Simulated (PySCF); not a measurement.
# Basis-set dependence of population analyses: `BC#CCCl`

Compound: C3H4BCl.
Structure used (PBE0-D3(BJ)/def2-SVP), in Å, numbered top down from 1:
```xyz
9
C3H4BCl angstrom
B      1.6824    1.3533    0.2994
C      0.5846    0.4666   -0.2143
C     -0.3120   -0.2540   -0.6336
C     -1.3579   -1.1172   -1.1196
Cl    -2.6780   -0.2529   -1.9755
H      2.6205    0.8718    0.8873
H      1.6267    2.5461    0.1245
H     -1.8154   -1.6664   -0.2831
H     -0.9441   -1.8584   -1.8196
```

PBE0 throughout (PySCF), one geometry, spherical d and f functions. Geometry: PBE0-D3(BJ)/def2-SVP; no solvent, vibrations or thermal averaging. Atoms taken as equivalent share a column and are averaged.

Mulliken charges (e):

```csv
basis,functions,B1,C2,C3,C4,Cl5,H6/H7,H8/H9
STO-3G,33,+0.151,-0.116,-0.007,-0.139,-0.126,-0.025,+0.143
6-31G,57,+0.101,-0.282,+0.268,-0.645,+0.048,-0.012,+0.267
pcSseg-0,57,+0.202,-0.293,-0.073,-0.564,-0.007,+0.034,+0.333
6-31G*,82,-0.066,-0.168,+0.309,-0.605,-0.024,+0.013,+0.264
cc-pVDZ,94,+0.036,-0.125,+0.110,-0.154,-0.096,-0.015,+0.130
def2-SVP,94,+0.010,-0.331,+0.212,+0.033,-0.144,-0.011,+0.121
aug-cc-pVDZ,155,-1.120,+0.048,+0.213,-0.072,-0.045,+0.416,+0.072
"6-311+G(2d,p)",167,-0.138,-0.032,+0.474,-0.798,+0.045,+0.014,+0.210
def2-TZVP,185,-0.061,+0.133,-0.123,-0.255,-0.120,+0.036,+0.177
cc-pVTZ,210,-0.042,-0.237,+0.227,-0.169,-0.124,+0.025,+0.148
IGLO-III,224,+0.229,-0.208,-0.036,-0.277,+0.016,-0.038,+0.175
```

IAO charges (e):

```csv
basis,functions,B1,C2,C3,C4,Cl5,H6/H7,H8/H9
STO-3G,33,+0.062,-0.131,+0.014,-0.284,-0.055,+0.018,+0.179
6-31G,57,+0.009,-0.128,+0.019,-0.282,-0.093,+0.032,+0.206
pcSseg-0,57,0.000,-0.123,+0.021,-0.285,-0.085,+0.031,+0.205
6-31G*,82,+0.026,-0.135,+0.018,-0.261,-0.090,+0.024,+0.197
cc-pVDZ,94,+0.008,-0.132,+0.017,-0.256,-0.091,+0.030,+0.197
def2-SVP,94,+0.014,-0.132,+0.020,-0.253,-0.083,+0.025,+0.192
aug-cc-pVDZ,155,+0.011,-0.134,+0.015,-0.255,-0.098,+0.030,+0.200
"6-311+G(2d,p)",167,+0.013,-0.136,+0.016,-0.262,-0.093,+0.030,+0.201
def2-TZVP,185,+0.012,-0.137,+0.017,-0.261,-0.089,+0.029,+0.200
cc-pVTZ,210,+0.011,-0.136,+0.017,-0.261,-0.092,+0.029,+0.201
IGLO-III,224,+0.011,-0.138,+0.017,-0.265,-0.087,+0.030,+0.201
```

Question: Which scheme is steadiest as the basis changes?

Answer: Largest range over the bases for any column: IAO 0.06 e, Mulliken 1.35 e. IAO charges move least and Mulliken charges most, counted in e. Without the minimal STO-3G basis the ranges are IAO 0.03, Mulliken 1.35 e.

Question: How much do the charges still move between the two largest bases, cc-pVTZ and IGLO-III?

Answer: At most, over all atoms: Mulliken 0.271 e, IAO 0.004 e.

Question: What do the same runs give for the total energy, the frontier levels and the dipole moment?

Answer: 
```json
{"basis": "STO-3G", "energy (Eh)": "-594.6505", "HOMO (eV)": "-6.38", "LUMO (eV)": "0.10", "μ (D)": "1.94"}
{"basis": "6-31G", "energy (Eh)": "-601.2924", "HOMO (eV)": "-7.92", "LUMO (eV)": "-2.19", "μ (D)": "2.02"}
{"basis": "pcSseg-0", "energy (Eh)": "-600.5258", "HOMO (eV)": "-8.19", "LUMO (eV)": "-2.49", "μ (D)": "2.04"}
{"basis": "6-31G*", "energy (Eh)": "-601.3380", "HOMO (eV)": "-7.83", "LUMO (eV)": "-2.16", "μ (D)": "1.84"}
{"basis": "cc-pVDZ", "energy (Eh)": "-601.3716", "HOMO (eV)": "-7.90", "LUMO (eV)": "-2.32", "μ (D)": "1.75"}
{"basis": "def2-SVP", "energy (Eh)": "-601.1094", "HOMO (eV)": "-7.94", "LUMO (eV)": "-2.34", "μ (D)": "1.74"}
{"basis": "aug-cc-pVDZ", "energy (Eh)": "-601.3806", "HOMO (eV)": "-8.00", "LUMO (eV)": "-2.43", "μ (D)": "1.73"}
{"basis": "6-311+G(2d,p)", "energy (Eh)": "-601.4103", "HOMO (eV)": "-8.02", "LUMO (eV)": "-2.43", "μ (D)": "1.71"}
{"basis": "def2-TZVP", "energy (Eh)": "-601.4227", "HOMO (eV)": "-7.99", "LUMO (eV)": "-2.40", "μ (D)": "1.71"}
{"basis": "cc-pVTZ", "energy (Eh)": "-601.4268", "HOMO (eV)": "-7.98", "LUMO (eV)": "-2.39", "μ (D)": "1.73"}
{"basis": "IGLO-III", "energy (Eh)": "-601.4214", "HOMO (eV)": "-7.98", "LUMO (eV)": "-2.40", "μ (D)": "1.63"}
```

The dipole is fixed by the density alone, so its range of 0.41 D shows that the density itself changes with the basis, not only its division among atoms.
